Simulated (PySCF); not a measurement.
Species: C5H3F4O (doublet state).
Structure used (GFN2-xTB), in Å, numbered top down from 1:
```
atom  x, y, z in Å
C1     2.7816   -0.6247    0.3076
C2     2.3559    0.5780    0.1112
O3     1.0653    0.9998   -0.1722
C4     0.0378    0.1698   -0.1797
F5     0.2634   -1.0591    0.2821
C6    -1.1735    0.5350   -0.6092
C7    -2.3487   -0.3800   -0.5788
F8    -2.8092   -0.6069    0.6669
F9    -2.1022   -1.5888   -1.1069
F10   -3.3744    0.1362   -1.2687
H11    3.6640   -1.1674    0.5237
H12    2.9791    1.4794    0.1234
H13   -1.3437    1.5292   -0.9784
```

The hyperfine couplings belong to this conformer and change with its torsions.

The species is `[H]/[C]=C/O/C(F)=C/C(F)(F)F` [radical].

Method used: UKS B3LYP, pcH-1 on C F H O, non-relativistic, mean-field spin-orbit, GIAO (PySCF 2.14.0). One conformer (not necessarily the lowest) at the GFN2-xTB geometry, without solvent, vibrations or thermal averaging. A GFN2-xTB geometry isn't a minimum of the functional, and hyperfine couplings can be far from their values at a DFT geometry. The SCF solution wasn't tested for stability.

(1) Predict the first-order ENDOR lines of F5, H12 and H11 under fast tumbling at B = 340.1 mT (X band).

(2) Which pairs are centred on the nuclear Larmor frequency, and which on half the coupling?

(3) At what field would the lower line of F5 fall to zero frequency?

## Answers

(1) For S = 1/2 in fast tumbling each set of equivalent nuclei gives two lines, ν± = |νn ± a/2| to first order, with νn = g_N μN B/h and μN/h = 7.62259 MHz/T.

| nuclei | isotope | g_N | νn (MHz) | a_iso (MHz) | lower line (MHz) | upper line (MHz) |
| --- | --- | --- | --- | --- | --- | --- |
| F5 | 19F | 5.2577 | 13.63 | 185.49 | 79.12 | 106.38 |
| H12 | 1H | 5.5857 | 14.48 | 143.90 | 57.47 | 86.43 |
| H11 | 1H | 5.5857 | 14.48 | -7.60 | 10.68 | 18.28 |

(2) Centred on νn, since |a| < 2νn: H11. Centred on |a|/2 and split by 2νn: F5 and H12.

(3) Where νn = |a|/2, that is B = 92.75 MHz/(5.2577 × 7.62259 MHz/T) = 2310 mT, as far as first order holds there.

The largest Mulliken spin populations are on C1 (+1.04), C2 (-0.13) and H12 (+0.07). C1 is the only atom above +0.15. The positive populations add up to 1.15 and the negative ones to -0.15, together 2S = 1.
